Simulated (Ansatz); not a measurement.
This geometry of AlF$_{2}$GeH$_{5}$O (10 atoms, charge 0, multiplicity 1) is a first-order saddle point.

The calculation used Ansatz 0.2.0, RKS BHLYP/def2-SVP.

```xyz
10
Properties=species:S:1:pos:R:3
Ge -0.346 0.071 0.045
F -0.093 0.517 2.052
H 0.808 -0.898 -0.057
H -0.255 1.494 -0.451
F -1.461 -0.656 -1.375
O -1.780 -0.414 0.987
Al -2.899 -1.126 -0.270
H -2.977 -2.694 -0.221
H -4.113 -0.195 -0.627
H -1.083 0.057 1.938
```

(1) Which two structures does it join? (They come from a converged band through this point; their orientation in space is the band's.)

(2) How far does it lie above each of them?

Results:

(1) Bonds broken: Ge1–F2, O6–H10. Bonds formed: F2–H10. AlF2GeH5O becomes AlFGeH4O + FH.

First end point:

```xyz
10
Properties=species:S:1:pos:R:3
Ge -0.149 0.202 0.266
F 0.456 0.684 1.833
H 0.770 -0.920 -0.150
H -0.331 1.505 -0.472
F -1.490 -0.620 -1.340
O -1.730 -0.418 1.005
Al -2.856 -1.112 -0.362
H -2.965 -2.671 -0.191
H -4.105 -0.170 -0.525
H -1.800 -0.325 1.956
```

Last end point:

```xyz
10
Properties=species:S:1:pos:R:3
Ge -0.423 0.035 -0.052
F -0.025 0.517 2.217
H 0.786 -0.873 -0.112
H -0.287 1.495 -0.427
F -1.491 -0.635 -1.468
O -1.782 -0.453 0.927
Al -2.931 -1.136 -0.292
H -3.007 -2.707 -0.314
H -4.149 -0.206 -0.644
H -0.891 0.121 2.183
```

(2) 121.0 kJ/mol above the first and 8.5 kJ/mol above the second. This is the barrier of this one path; another mechanism may lie lower. The orbitals stay closed-shell, which can raise the energy where a bond breaks towards radicals; this wasn't checked here.

Time of the run: 4.7 min on 4 threads of Arm Neoverse V2, with other jobs on the host, peak memory 0.3 GiB.
